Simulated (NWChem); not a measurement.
# BAsH2F2; SMILES FB(F)[AsH2]

Results from NWChem. Pople sets run with spherical d functions. Each level has its own optimisation; frequencies are unscaled. One conformer.

| level | r As–B (Å) | r B–F (Å) | r As–H (Å) | highest harmonic frequency (cm⁻¹) | lowest (cm⁻¹) | zero-point energy (kcal/mol) | dipole (D) |
|---|---|---|---|---|---|---|---|
| B3LYP/6-31G* | 2.053 | 1.323 | 1.529 | 2214 | 122 | 15.9 | 0.69 |
| Hartree-Fock/3-21G | 2.038 | 1.340 | 1.512 | 2220 | 157 | 16.6 | 1.46 |
| PBE0/def2-SVP | 2.036 | 1.318 | 1.520 | 2259 | 133 | 16.0 | 0.89 |
